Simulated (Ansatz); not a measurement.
Basis sets compared for CaCl2⁻ (the lowest doublet isomer of a short search). The state is a doublet with charge -1. Geometry PBE-D4/def2-TZVPD. Ansatz on 4 threads of Arm Neoverse V2 on a shared host; times are rough, and most runs start from earlier orbitals.

```xyz
3

Ca   -0.752   -0.126   -0.138
Cl    0.912   -1.065   -1.813
Cl   -0.160    1.192    1.952
```

At HF/STO-3G, PBE-D4/def2-SVPD, PBE-D4/def2-TZVPD, PBE0-D4/def2-SVPD and others the highest occupied level of the charge -1 doublet lies above zero (up to 1.24 eV). In Hartree–Fock with STO-3G the lack of diffuse functions raises the level. By energy differences its removal costs 1.29 eV (vertical, to the charge 0 singlet, at PBE-D4/def2-TZVPD); a positive level beside a positive removal energy at the same level points to self-interaction error. The structure comes from a short search, and lower isomers may exist.

```tsv
level	functions	energy (Eh)	HOMO (eV)	LUMO (eV)	wall time
HF/STO-3G	31	-1579.2112	1.24	9.25	0.1 s
PBE-D4/def2-SVPD	81	-1597.2517	0.63	1.51	1.1 s
PBE0-D4/def2-SVPD	81	-1597.3758	0.07	2.10	1.3 s
```

Question: Estimate the rows for HF/def2-TZVPD, PBE-D4/def2-TZVPD, PBE0-D4/def2-TZVPD.

Answer: 
```
             level  functions  energy (Eh)  HOMO (eV)  LUMO (eV)  wall time
     HF/def2-TZVPD        128   -1596.0071      -1.29       3.95      0.9 s
 PBE-D4/def2-TZVPD        128   -1597.6357       0.69       1.60      1.4 s
PBE0-D4/def2-TZVPD        128   -1597.7555       0.12       2.21      2.7 s
```
